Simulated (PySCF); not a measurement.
Kr³⁺ (krypton, charge +3) across methods

[Ar] 3d10 4s2 4p3, high-spin 4S determinant. All numbers are calculated (PySCF 2.14, scalar relativity through the core potential, in aug-cc-pVDZ-PP with ECP10MDF).

```
method  E (hartree)  mean ε 4s α (eV)  mean ε 4s β (eV)  mean ε 4p α (eV)  Σ⟨r²⟩ (bohr²)   ⟨S²⟩
   UHF   -459.58417           -71.546           -60.878           -51.171          20.71  3.750
   LDA    -460.1820           -60.575           -57.434           -44.658          20.62  3.750
  BP86    -461.0021           -60.512           -57.104           -44.680          20.58  3.750
  TPSS    -460.7531           -60.853           -56.625           -44.883          20.62  3.750
  PBE0    -460.8117           -63.487           -58.263           -46.511          20.61  3.750
r2SCAN    -460.7045           -61.846           -57.003           -45.384          20.55  3.750
 B3LYP    -460.9004           -62.793           -58.411           -45.987          20.62  3.750
   PBE    -460.8352           -60.465           -56.853           -44.653          20.63  3.750
```

Problem. Estimate the same row for r2SCAN0.

Solution. E (hartree) = -460.7104; mean ε 4s α (eV) = -64.449; mean ε 4s β (eV) = -58.358; mean ε 4p α (eV) = -47.012; Σ⟨r²⟩ (bohr²) = 20.56; ⟨S²⟩ = 3.750.

Energies and moments cover only the electrons outside the core potential.
